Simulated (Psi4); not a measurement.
Psi4 input (wB97X-D/6-311+G**):

```
memory 1500 MB

molecule {
0 2
C     2.72372400   -0.01097400    0.11448600
Si    0.97319100    0.45356700    0.45845100
C    -0.24511000   -0.57988200   -0.54045600
Si   -2.05266200   -0.16827100   -0.24740700
H     3.30524500    0.44076300   -0.68172300
H     3.24371500   -0.78778700    0.66435300
H     0.76649200    1.88362500    0.11959900
H     0.68506000    0.25767200    1.90109400
H    -0.02161000   -0.45246900   -1.60396100
H    -0.08089400   -1.63618000   -0.30701500
H    -2.40163700   -0.37323000    1.17892300
H    -2.32046600    1.24749200   -0.59684100
H    -2.93499500   -1.02889000   -1.07321700
symmetry c1
no_reorient
no_com
}

set {
  basis 6-311+G**
  reference uks
  scf_type df
  df_basis_scf def2-universal-jkfit
  dft_radial_points 99
  dft_spherical_points 590
  e_convergence 1e-8
  d_convergence 1e-7
  maxiter 150
}

e = energy('wb97x-d')
print_out(f'\nFINAL {e:.10f} DIPOLE {variable("CURRENT DIPOLE")[0]:.6f} {variable("CURRENT DIPOLE")[1]:.6f} {variable("CURRENT DIPOLE")[2]:.6f}\n')
```

Output:

```
   => Loading Basis Set <=

    Name: 6-311+G**
    Role: ORBITAL
    Keyword: BASIS
    atoms 1, 3 entry C          line   129 file 6-311pgss.gbs
    atoms 2, 4 entry SI         line   351 file 6-311pgss.gbs
    atoms 5-13 entry H          line    42 file 6-311pgss.gbs

   => WB97X-D: Empirical Dispersion <=

    Chai and Head-Gordon Dispersion Correction
    Chai, J.-D.; Head-Gordon, M. (2010), J. Chem. Phys., 132: 6615-6620

        s6 =       1.000000

         ---------------------------------------------------------
                                   SCF
               by Justin Turney, Rob Parrish, Andy Simmonett
                          and Daniel G. A. Smith
                              UKS Reference
         ---------------------------------------------------------

  ==> Geometry <==

    Molecular point group: c1
    Full point group: C1

    Geometry (in Angstrom), charge = 0, multiplicity = 2:

       Center              X                  Y                   Z               Mass
    ------------   -----------------  -----------------  -----------------  -----------------
         C            2.723724000000    -0.010974000000     0.114486000000    12.000000000000
         SI           0.973191000000     0.453567000000     0.458451000000    27.976926534650
         C           -0.245110000000    -0.579882000000    -0.540456000000    12.000000000000
         SI          -2.052662000000    -0.168271000000    -0.247407000000    27.976926534650
         H            3.305245000000     0.440763000000    -0.681723000000     1.007825032230
         H            3.243715000000    -0.787787000000     0.664353000000     1.007825032230
         H            0.766492000000     1.883625000000     0.119599000000     1.007825032230
         H            0.685060000000     0.257672000000     1.901094000000     1.007825032230
         H           -0.021610000000    -0.452469000000    -1.603961000000     1.007825032230
         H           -0.080894000000    -1.636180000000    -0.307015000000     1.007825032230
         H           -2.401637000000    -0.373230000000     1.178923000000     1.007825032230
         H           -2.320466000000     1.247492000000    -0.596841000000     1.007825032230
         H           -2.934995000000    -1.028890000000    -1.073217000000     1.007825032230

  Running in c1 symmetry.

  Rotational constants: A =      0.48480  B =      0.05750  C =      0.05441 [cm^-1]
  Rotational constants: A =  14533.94075  B =   1723.67038  C =   1631.26469 [MHz]
  Nuclear repulsion =  205.868681013201694

  Charge       = 0
  Multiplicity = 2
  Electrons    = 49
  Nalpha       = 25
  Nbeta        = 24

  ==> Algorithm <==

[...]

    Beta Virtual:

      25A     -0.029404    26A      0.051663    27A      0.063340
      28A      0.071313    29A      0.077231    30A      0.081310
      31A      0.094340    32A      0.100472    33A      0.105063
      34A      0.117109    35A      0.119447    36A      0.128386
      37A      0.131743    38A      0.144690    39A      0.152169
      40A      0.159930    41A      0.161582    42A      0.165200
      43A      0.174123    44A      0.192168    45A      0.204882
      46A      0.209576    47A      0.221085    48A      0.227653
      49A      0.231049    50A      0.252923    51A      0.292540
      52A      0.293014    53A      0.316407    54A      0.337369
      55A      0.344575    56A      0.345727    57A      0.377654
      58A      0.394562    59A      0.421726    60A      0.425345
      61A      0.466656    62A      0.486377    63A      0.490365
      64A      0.504877    65A      0.519636    66A      0.532541
      67A      0.559264    68A      0.577529    69A      0.592905
      70A      0.627847    71A      0.653907    72A      0.680812
      73A      0.699575    74A      0.723760    75A      0.729155
      76A      0.744676    77A      0.793392    78A      0.806758
      79A      0.818733    80A      0.899354    81A      0.901592
      82A      0.933796    83A      0.943339    84A      0.949228
      85A      0.953422    86A      0.953863    87A      0.975267
      88A      1.061736    89A      1.158761    90A      1.208280
      91A      1.267838    92A      1.295131    93A      1.323897
      94A      1.341118    95A      1.349424    96A      1.371713
      97A      1.379535    98A      1.426953    99A      1.497094
     100A      1.501152   101A      1.526396   102A      1.534259
     103A      1.567849   104A      1.579110   105A      1.593809
     106A      1.641083   107A      1.671920   108A      1.711222
     109A      1.733928   110A      1.737259   111A      1.745838
     112A      1.769300   113A      1.830826   114A      1.843523
     115A      1.852761   116A      1.923915   117A      1.949806
     118A      2.017953   119A      2.024464   120A      2.074992
     121A      2.089095   122A      2.124768   123A      2.197041
     124A      2.207678   125A      2.239029   126A      2.272294
     127A      2.280875   128A      2.554950   129A      2.573484
     130A      2.590237   131A      2.604688   132A      2.620101
     133A      2.672096   134A      2.718298   135A      2.738792
     136A      2.754537   137A      2.804240   138A      2.806652
     139A      2.838904   140A      2.878030   141A      2.960942
     142A      3.177737   143A      3.351119   144A      3.378637
     145A      3.784080   146A      3.841771   147A      5.771834
     148A      5.800794   149A     11.555158   150A     11.562517
     151A     11.565460   152A     11.572682   153A     11.592806
     154A     11.672909   155A     23.951245   156A     23.965278
     157A    141.296089   158A    141.326308

    Final Occupation by Irrep:
              A
    DOCC [    24 ]
    SOCC [     1 ]
    NA   [    25 ]
    NB   [    24 ]

  @DF-UKS Final Energy:  -660.56399252237395

   => Energetics <=

    Nuclear Repulsion Energy =            205.8686810132016944
    One-Electron Energy =               -1320.2534899969480193
    Two-Electron Energy =                 493.6765962209864824
    DFT Exchange-Correlation Energy =     -39.8504544855761367
    Empirical Dispersion Energy =          -0.0053252740380487
    VV10 Nonlocal Energy =                  0.0000000000000000
    Total Energy =                       -660.5639925223739510

  UHF NO Occupations:
  HONO-2 :   23  A 1.9997022
  HONO-1 :   24  A 1.9988541
  HONO-0 :   25  A 1.0000000
  LUNO+0 :   26  A 0.0011459
  LUNO+1 :   27  A 0.0002978
  LUNO+2 :   28  A 0.0002970
  LUNO+3 :   29  A 0.0002702

Computation Completed

Properties will be evaluated at   0.000000,   0.000000,   0.000000 [a0]

Properties computed using the SCF density matrix

 Multipole Moments:

 ------------------------------------------------------------------------------------
     Multipole            Electronic (a.u.)      Nuclear  (a.u.)        Total (a.u.)
 ------------------------------------------------------------------------------------

 L = 1.  Multiply by 2.5417464519 to convert [e a0] to [Debye]
 Dipole X            :          0.3413967            0.0000000            0.3413967
 Dipole Y            :         -0.2792592            0.0000076           -0.2792517
 Dipole Z            :         -0.2392814            0.0000151           -0.2392663
 Magnitude           :                                                    0.5017784

 ------------------------------------------------------------------------------------

FINAL -660.5639925224 DIPOLE 0.341397 -0.279252 -0.239266

*** Psi4 exiting successfully. Buy a developer a beer!
```

The geometry given is a B3LYP-D3(BJ)/def2-TZVP minimum.
